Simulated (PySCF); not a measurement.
## Computed properties of CH3F3OSi, SMILES O[Si](F)(F)CF

CH₃F₃OSi, SMILES O[Si](F)(F)CF. Coordinates come from a ωB97X-D3(BJ)/def2-SVP optimisation. This is a generated structure with no PubChem entry under its InChIKey; it may be hypothetical. One conformer was computed; it need not be the lowest. All values are computed for the isolated molecule unless a solvent is named; none is compared with measurement here.

**Structure.** All 21 harmonic modes at ωB97X-D3(BJ)/def2-SVP (PySCF) are real, so it is a minimum. With heavy atoms numbered as in [OH:1][Si:2]([F:3])([F:4])[CH2:5][F:6], the shortest bond between them is C5–F6 at 1.399 Å and the longest Si2–C5 at 1.880 Å.

**Vibrations.** The strongest infrared lines (harmonic, unscaled, degenerate partners summed) lie at 890 cm⁻¹ (250 km/mol, Si 36 %, O 23 %, F 20 %, H 16 %), 983 cm⁻¹ (194 km/mol, Si 50 %, F 45 %), 813 cm⁻¹ (149 km/mol, H 67 %, F 21 %). The softest mode is at 33 cm⁻¹ and the zero-point energy is 32.1 kcal/mol.

**Electronic structure.** M06-2X/def2-TZVP (PySCF) places the frontier levels at -11.06 and 0.94 eV, a gap of 12.00 eV, and gives a dipole moment of 2.22 D and a mean polarisability of 36.2 bohr³. PBE/def2-TZVP (PySCF) at the same geometry gives -7.86 and -0.82 eV, so its gap is 4.96 eV narrower. An orbital gap is neither the optical nor the fundamental gap.

**Excitations.** TDA-B3LYP/def2-SVPD (PySCF) has S1 at 7.83 eV (158 nm, f = 0.032, weak); the most intense of the 10 singlets computed lies at 8.36 eV (f = 0.05). T1 (TDA) is at 7.25 eV, 0.58 eV under S1. TDA-PBE/def2-SVPD (PySCF) puts S1 at 7.16 eV. No vertical singlet excitation falls in the visible range (under 3.1 eV).

**NMR.** GIAO shifts at HF/pcSseg-1 (PySCF) (non-relativistic, atoms alike by connectivity averaged): ¹³C at 68.9 ppm against TMS; ¹H from 4.0 to 4.7 ppm against TMS; ²⁹Si at -57.5 ppm against TMS; ¹⁹F from -264.1 to -120.6 ppm against CFCl3.

**Solvation.** SMD-ωB97X/6-31G* (PySCF) gives -4.9 kcal/mol in water, -6.9 kcal/mol in 2-propanol, -5.9 kcal/mol in 1-octanol (1 M in both phases, gas-phase geometry); of these solvents 2-propanol holds the molecule best.
